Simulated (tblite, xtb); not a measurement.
Br4Si, singlet, geometry from GFN2-xTB. Base run: GFN1-xTB (xtb).

Geometry (Å):
```xyz
5

Br    -1.1732    -1.4749    -1.1531
Si     0.0000     0.0000     0.0000
Br    -1.1059     1.9105     0.0926
Br     1.9495     0.3247    -0.9877
Br     0.3296    -0.7602     2.0482
```
Charge 0, spin multiplicity 1.
All else is at xtb's defaults.
Base energy -17.59847 Eh.

Programs used: tblite, xtb; a row that names a program was run with it.

Variants of this job, named by their change:

| change | ΔE vs base (kcal/mol) | HOMO-LUMO gap (eV) | SCF cycles |
|---|---|---|---|
| base | 0.000 | 6.03 | 10 |
| acc = 30 | 0.000 | 6.03 | 8 |
| program = tblite; method = gfn1; option = (--alpb, water) | [?] | - | - |
| file = coord | 0.000 | 6.03 | 10 |
| program = tblite; method = gfn1; option = --spin-polarized | -0.004 | - | - |
| program = tblite; method = gfn1; option = (--guess, eeq) | -0.004 | - | - |
| alpb = dmso | [?] | 6.03 | 10 |
| program = tblite; method = gfn1; option = --grad | -0.004 | - | - |

Task: What belongs in the gaps?

Result: 
- program = tblite; method = gfn1; option = (--alpb, water), ΔE vs base (kcal/mol): -2.44
- alpb = dmso, ΔE vs base (kcal/mol): -9.31

ALPB and GBSA are two models with their own fitted parameters for each solvent, which aren't always the measured dielectric constant.
